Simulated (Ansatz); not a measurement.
Molecule: HgCl, net charge 1, singlet state. 
Geometry from a B3LYP-D3(BJ)/def2-TZVP (Ansatz, an electronic-structure program) optimisation:
SMILES: [Cl][Hg+]
```xyz
2

Hg     0.0000     0.0000    -0.3980
Cl     0.0000     0.0000     1.8728
```
Charge +1, spin multiplicity 1.

Basis-set convergence of Hartree-Fock and CCSD correlation energies (hartree) with Ansatz. Valence correlation only, unless marked. Spin-orbit coupling is left out. Frozen are the shells of the preceding noble gas and the d and f shells that filled before the atom's block. Past Kr the def2 sets carry scalar-relativistic core potentials.

The T1 diagnostic of CCSD in the largest basis is 0.025, which is high, so the coupled-cluster rows are less sure than usual.

```tsv
basis	functions	E(HF)	E(corr, CCSD)
def2-SVP	50	-611.56753	-0.39673
def2-TZVPP	101	-611.73570	-0.56670
def2-QZVPP	158	-611.74988	-0.60247
```

Extrapolating the two largest sets (X = 3 and 4) as X^-3: E(corr) = (64·(-0.60247) - 27·(-0.56670))/37 = -0.6286 Eh, an estimate of the basis-set limit. The largest set recovers 95.8 % of it, the smallest 63.1 %.
